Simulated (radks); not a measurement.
Problem. All-electron atom: Sn II in [Kr] 4d10 5s2 5d1 (not the ground configuration). Calculated with a radial shooting solver on a logarithmic mesh with Libxc functionals: Dirac Kohn-Sham, LDA (Slater exchange, Perdew-Zunger correlation), spin-unpolarised, spherical densities, point nucleus; open shells fill j = l - 1/2 first. Some entries of the table are withheld. Estimate them.

orbital,occ.,eigenvalue (Ry),<r^2> (bohr^2)
1s1/2,2,-2129.454,0.001145
2s1/2,2,-322.1584,0.01854
2p1/2,2,-301.1443,0.01377
2p3/2,4,-284.2166,0.01508
3s1/2,2,-62.81059,0.1320
3p1/2,2,-54.26135,0.1268
3p3/2,4,-51.17089,0.1354
3d3/2,4,-36.00194,(1)
3d5/2,6,-35.36329,(2)
4s1/2,2,-10.65482,0.7585
4p1/2,2,-7.80617,0.8560
4p3/2,4,-7.24344,0.9170
4d3/2,4,-2.78164,1.399
4d5/2,6,-2.70401,1.437
5s1/2,2,-1.51930,5.696
5p1/2,0,-0.96197,8.352
5p3/2,0,-0.91310,8.981
6s1/2,0,(3),35.18
5d3/2,1,-0.33569,27.35
5d5/2,0,-0.33293,27.79
6d3/2,0,-0.12594,135.0
6d5/2,0,-0.12500,136.6
4f5/2,0,-0.12060,89.31
4f7/2,0,-0.12059,89.32

Solution. 
(1) 3d3/2 <r^2> (bohr^2): 0.1162
(2) 3d5/2 <r^2> (bohr^2): 0.1187
(3) 6s1/2 eigenvalue (Ry): -0.41289
